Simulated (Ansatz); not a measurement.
Job for Ansatz (an electronic-structure program): R-CCSD(T)/aug-cc-pV(D+d)Z on CH5AlO (a complex), monomers drawn apart or pushed together. Files ending in .json are basis or fitting sets from the Basis Set Exchange.

Ansatz 0.2 input:
```yaml
crystal:
  periodic: [false, false, false]
  atoms:
    - {symbol: Al, position_ang: [0.15416424, 0.33256906, 0.90957960]}
    - {symbol: H, position_ang: [1.05861000, 1.63455962, 1.00343385]}
    - {symbol: H, position_ang: [-1.37151095, 0.45401939, 1.38497158]}
    - {symbol: H, position_ang: [0.49958353, -0.77486270, -0.17499274]}
    - {symbol: C, position_ang: [0.26037102, -1.65928465, 4.93039251]}
    - {symbol: O, position_ang: [0.97273576, -1.36527635, 3.99175004]}
    - {symbol: H, position_ang: [-0.80812291, -1.40800778, 4.92408594]}
    - {symbol: H, position_ang: [0.68880257, -2.18144335, 5.79370544]}
basis:
  gaussian:
    orbitals: aug-cc-pV_D+d_Z.json
magnetization: {spin_polarized: false}
correlation: {method: ccsd_t, electrons: outside_noble_gas}
scf: {lower_state_search: off}
```

Problem. Predict the final total energy.

Solution. -357.9914 hartree (reference determinant -357.5232, T1 diagnostic 0.015).

Problem. How many basis functions does it have, and what does it roughly cost on one machine?

Solution. 123 functions; very roughly 17 core-seconds.
